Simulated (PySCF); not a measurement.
## A single-point calculation

[PbF4]2− (singlet). PySCF 2.14.0, RKS PBE0, Pb x2c-SVPall, F x2c-SVPall; spin-free X2C-1e, Gaussian nucleus; density fitting; C-PCM eps 78.36 (cavity of 1.2 × van der Waals radii, 2.4 Å on f atoms and on d metals without a tabulated radius); no spin-orbit coupling. Purpose: basis and core treatment x2c-SVP.

```python
mol = gto.M(atom='''
Pb    -0.00923    -0.44417     0.00000
F     -0.00307    -0.14776     2.26315
F     -0.00307    -0.14776    -2.26315
F      1.57162     1.02380    -0.00000
F     -1.52774     1.08818     0.00000''',
    basis={'Pb': 'x2c-SVPall', 'F': 'x2c-SVPall'},
    nucmod='G',
    charge=-2, spin=0)
mf = dft.RKS(mol, xc='PBE0')
mf.grids.atom_grid = (99, 590)
mf = mf.density_fit()  # fitting sets: Pb AutoAux, F AutoAux
mf = mf.sfx2c1e()
mf = mf.PCM(); mf.with_solvent.method = 'C-PCM'  # radii 1.2 x van der Waals (1.2 x 2.0 A for f atoms and untabulated d metals)
mf.with_solvent.eps = 78.36
mf.conv_tol = 1e-08; mf.max_cycle = 55
mf.kernel(dm0)  # dm0: free metal ions and neutral atoms
mf.nuc_grad_method().kernel()
```

Run from Python with OMP_NUM_THREADS=2; the lines above give its settings. Where DIIS fails, smearing, a level shift and second-order steps follow.
It took 19 s on 2 threads of Arm Neoverse V2, with other jobs on the host.

(1) Where do the frontier levels lie, over both spins?

(2) What are the Mulliken charges and spins?

(3) What forces act on the atoms (eV/Å)?

Answers

(1) HOMO -5.22 eV, LUMO 1.35 eV. 

(2) 
```csv
atom,charge (e),spin (e)
Pb1,0.640,0.000
F2,-0.687,0.000
F3,-0.687,0.000
F4,-0.633,0.000
F5,-0.633,0.000
```

(3) 
```
Pb  -0.01 -0.62  0.00
F    0.01  0.25 -0.13
F    0.01  0.25  0.13
F   -0.17  0.07  0.00
F    0.18  0.06  0.00
```
Forces carry noise of the integration grid, about 0.01 to 0.03 eV/Å.
